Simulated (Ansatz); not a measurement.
Geometry optimisation, Ansatz 0.2.0, RHF/def2-SVP.

Input file:

```yaml
crystal:
  periodic: [false, false, false]
  atoms:
    - { symbol: Hf, position_ang: [0.0, 0.0, 0.0] }
    - { symbol: F, position_ang: [0.0, 0.0, 2.33] }
    - { symbol: Cl, position_ang: [2.3764, 0.0, -0.8392] }
    - { symbol: F, position_ang: [-0.9326, 1.6157, -0.6593] }
    - { symbol: Cl, position_ang: [-1.1869, -2.0563, -0.8392] }
    - { symbol: O, position_ang: [1.237, -1.8784, 0.7473] }
    - { symbol: H, position_ang: [0.6706, -2.7104, 0.6628] }
    - { symbol: H, position_ang: [0.7289, -1.1068, 1.9476] }
basis:
  gaussian: { orbitals: def2-SVP }
hamiltonian:
  xc: hf
relax:
  f_tol: 0.15
  max_steps: 25
  restrain:
    - { distance: [0, 5], at: 2.07, k: 30.0 }
    - { distance: [7, 1], at: 0.92, k: 30.0 }
    - { distance: [0, 1], at: 3.18, k: 30.0 }
    - { distance: [7, 5], at: 2.21, k: 30.0 }
output:
  orbitals: {}
```

Run as:

```bash
$ ansatz run input.yaml --threads 2 --pin off --max-ram 3072MiB --backend cpu --events-out ev --progress --plain --runs-dir out
```

Question: Where does it end, and by what steps?

Answer: The forces met the threshold. The restraints hold the end off the free minimum; the threshold counts their pulls, which the force column leaves out. Restrained pairs: Hf1–O6 (2.37 → 2.02 Å), F2–H8 (1.38 → 0.91 Å), Hf1–F2 (2.33 → 3.17 Å), O6–H8 (1.51 → 2.21 Å). After 18 steps the energy has fallen by 3.730 eV (the restraints' own energy left out); Cl5 moved furthest, 1.58 Å.

| step | energy less start (eV) | largest force component (eV/Å) | accepted |
| --- | --- | --- | --- |
| 0 | 0.0000 | 4.541 | yes |
| 1 | -0.1444 | 3.826 | yes |
| 2 | -0.9331 | 2.356 | yes |
| 3 | -1.6476 | 1.628 | yes |
| 4 | -2.4010 | 1.888 | yes |
| 5 | -2.9023 | 1.191 | yes |
| 6 | -3.2172 | 1.074 | yes |
| 7 | -3.4207 | 1.134 | yes |
| 8 | -3.5302 | 1.007 | yes |
| 9 | -3.5656 | 1.603 | yes |
| 10 | -3.5350 | 2.306 | no |
| 11 | -3.5931 | 1.406 | yes |
| 12 | -3.6103 | 1.172 | yes |
| 13 | -3.6443 | 1.169 | yes |
| 14 | -3.6709 | 1.350 | yes |
| 15 | -3.7198 | 1.242 | yes |
| 16 | -3.7090 | 1.438 | no |
| 17 | -3.7254 | 1.368 | yes |
| 18 | -3.7298 | 1.459 | yes |

```xyz
8
Properties=species:S:1:pos:R:3
Hf 0.103 -0.556 -0.448
F 0.946 0.337 2.476
Cl 2.123 0.484 -1.121
F -1.227 0.705 0.064
Cl -0.778 -1.704 -2.319
O 0.398 -1.952 0.976
H 0.410 -2.887 1.111
H 0.918 -0.564 2.611
```

The run took 36 s on 2 threads of Intel(R) Xeon(R) Platinum 8488C (Sapphire Rapids), with other jobs on the host, peak memory 0.3 GiB.
